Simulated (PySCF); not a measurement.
## Unknowns

[PySCF: spin–spin couplings from B3LYP/pcJ-1 (spin–dipole term left out of most H,H and C,H couplings); NMR shieldings at PBE0/pcSseg-1/GIAO; geometry: GFN2-xTB; no solvent model; one computed conformer; equivalent nuclei averaged; non-relativistic]

Shifts are taken against calculated references (same method and geometry level): 1H (31.72 ppm) and 13C (186.93 ppm) vs TMS. Multiplet labels drop J under 1 Hz and among equivalent protons, and merge close values. Unscaled 3J(H,H) run several per cent high. Splittings of carbon signals by F and P are missing where no couplings were computed. Where no couplings were computed, multiplicities follow the n + 1 count of equivalent neighbours, and m marks all less simple cases (inequivalent or close neighbours, rings, F or P nearby). One-bond C–F couplings are unscaled and too large by tens of Hz. Shifts are as computed. Against solution values, carbons near 30 ppm lie about +3 ppm off and those near 130 ppm about +5 ppm (rms about the fit 2.1 ppm; single classes can miss by 10 ppm). Of 1328 compounds with measured shifts, 309 miss one by over three times the rms of a fit or turn the order of signals round; such compounds aren't used in these exercises. Signals without a measured value on file couldn't be tested in this way; 1H shifts scatter by 0.2 ppm about their fit, and single ones miss by 0.5 ppm.

Question: C₄H₇F₃O₂. 1H NMR (300 MHz, computed): δ 4.29 (t, 2H), 3.95 (t, 2H), 3.56 (s, 3H). 13C{1H} NMR (computed): δ 131.0 (C), 72.4 (CH2), 67.0 (CH2), 61.0 (CH3). Give a structure.

Answer: `COCCOC(F)(F)F`. Rings plus π bonds: 0. 4 carbon signals for 4 carbons: no two carbons are equivalent. Carbon types of the structure: 1 × C, 2 × CH2, 1 × CH3, which accounts for all hydrogens. δC 131.0: CF3 carbon; 4 electronegative neighbours deshield it. δC 72.4, 67.0: sp3 CH2 bonded to O; pulled downfield by the heteroatom. δC 61.0: methyl carbon bonded to O; deshielded by the electronegative neighbour. δH 4.29, 3.95: hydrogen on an sp3 CH2 bonded to O; its carbon carries O, which withdraws density.

This is the structure that produced the data.

Question: C₄H₇F. 1H NMR (500 MHz, computed): δ 4.71 (dqq, J = 27.7, 7.6, 1.2 Hz, 1H), 1.99 (d of quint, J = 14.9, 1.7 Hz, 3H), 1.78 (ddq, J = 7.6, 3.4, 1.9 Hz, 3H). 13C{1H} NMR (computed): δ 167.0 (C, d, J = 317.0 Hz), 108.0 (CH, d, J = 15.4 Hz), 21.3 (CH3, d, J = 27.8 Hz), 12.4 (CH3, d, J = 6.8 Hz). Give a structure.

Answer: `C/C=C(/C)F`. Rings plus π bonds: 1 (no ring in the answer). 4 carbon signals for 4 carbons: no two carbons are equivalent. Carbon types of the structure: 1 × C, 1 × CH, 2 × CH3, which accounts for all hydrogens. δC 167.0: fully substituted alkene carbon. δC 108.0: alkene CH; the olefinic region. δC 21.3, 12.4: allylic methyl carbon; a saturated carbon with 1 carbon neighbour and no heteroatom attached. δH 4.71: hydrogen on an alkene CH; a vinylic proton, deshielded by the sp2 carbon and the C=C anisotropy. The protons at 1.78 and 4.71 share a coupling of 7.6 Hz (vicinal).

This is the structure that produced the data.

Question: C₅H₈N₂. 1H NMR (400 MHz, computed): δ 6.98 (m, 1H), 6.66 (m, 1H), 3.61 (s, 3H), 2.41 (s, 3H). 13C{1H} NMR (computed): δ 146.3 (C), 132.7 (CH), 124.4 (CH), 33.6 (CH3), 15.4 (CH3). Identify the compound.

Answer: 1,2-dimethylimidazole (SMILES Cc1nccn1C). Rings plus π bonds: 3 (1 ring in the answer). 5 carbon signals for 5 carbons: no two carbons are equivalent. Carbon types of the structure: 1 × C, 2 × CH, 2 × CH3, which accounts for all hydrogens. δC 146.3: substituted aromatic carbon next to a ring nitrogen. δC 132.7, 124.4: aromatic CH next to a ring nitrogen. δH 3.61: hydrogen on a methyl carbon bonded to N; its carbon carries N, hence the downfield position. δH 2.41: hydrogen on a methyl carbon on an aromatic ring; benzylic-type position, deshielded by the ring.

This is the structure that produced the data.
